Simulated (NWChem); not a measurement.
# C$_{3}$F$_{4}$; SMILES FC(F)=C=C(F)F

```xyz
7

F     -2.0833    -0.8069     0.7121
C     -1.3120    -0.0310    -0.0378
F     -2.0742     0.7104    -0.8307
C      0.0001    -0.0014    -0.0010
C      1.3120     0.0312     0.0367
F      2.0377     0.8197     0.8184
F      2.1197    -0.7221    -0.6977
```
Atoms are numbered in this order, from 1.

Computed with NWChem. The geometry was optimised at PBE-D3(BJ)/def2-SVP. Level: PBE/def2-SVP with COSMO at NWChem's default radii, gas-phase geometry; rows give the dielectric constant.

```tsv
dielectric constant	electrostatic solvation energy (kcal/mol)
2.0	-0.4
3.9	-0.5
20.7	-0.7
25.0	-0.7
78.4	-0.7
```
